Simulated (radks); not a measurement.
Species: Xe3+. Configuration: [Kr] 4d9 5s0.5 5p5.5 (fractional occupations, a model configuration).

Method: Dirac Kohn-Sham, PBE, spin-unpolarised, spherical densities, finite nucleus; open shells fill j = l - 1/2 first; Fermi nuclear charge, rms radius 4.7859 fm; computed with a radial shooting solver on a logarithmic mesh with Libxc functionals.

Energy parts (eV):
| part | energy |
|---|---|
| total | -202580.516 |
| kinetic | 215217.643 |
| electron-nucleus | -490389.735 |
| Hartree | 77639.476 |
| exchange-correlation | -5047.901 |

Orbitals (lengths in bohr, moments of r in powers of bohr; r(90%) holds 90 % of the orbital's charge):
orbital  occ.  eigenvalue (eV)  r(90%)      <r^4>  small-component weight
1s1/2       2        -34391.03  0.0480  2.435e-06                3.96e-02
2s1/2       2        -5390.372   0.177  0.0004112                8.50e-03
2p1/2       2        -5067.243   0.158  0.0002617                8.53e-03
2p3/2       4        -4742.624   0.166  0.0003164                8.08e-03
3s1/2       2        -1139.366   0.450    0.01746                2.54e-03
3p1/2       2        -1005.079   0.445    0.01656                2.48e-03
3p3/2       4        -943.3763   0.462    0.01916                2.36e-03
3d3/2       4        -707.1714   0.438    0.01538                2.24e-03
3d5/2       6        -694.1257   0.442    0.01610                2.20e-03
4s1/2       2        -241.3762    1.02     0.4797                7.48e-04
4p1/2       2        -193.5585    1.08     0.5829                6.87e-04
4p3/2       4        -181.0234    1.12     0.6713                6.49e-04
4d3/2       4        -103.2611    1.28      1.162                5.15e-04
4d5/2       5        -101.1797    1.30      1.217                5.05e-04
5s1/2     0.5         -53.8742    2.42      14.94                1.66e-04
5p1/2       2         -41.1146    2.72      23.70                1.34e-04
5p3/2     3.5         -39.2184    2.81      27.06                1.27e-04

The highest occupied level is 5p3/2 at -39.218 eV. The electron density at the nucleus is 2.715e+05 e/bohr^3. Summed over all electrons, <r^2> = 39.27 bohr^2, which gives a Langevin (diamagnetic) susceptibility term of -31.1 x 10^-6 cm^3/mol. The density falls to 0.001 e/bohr^3 at r = 3.69 bohr.
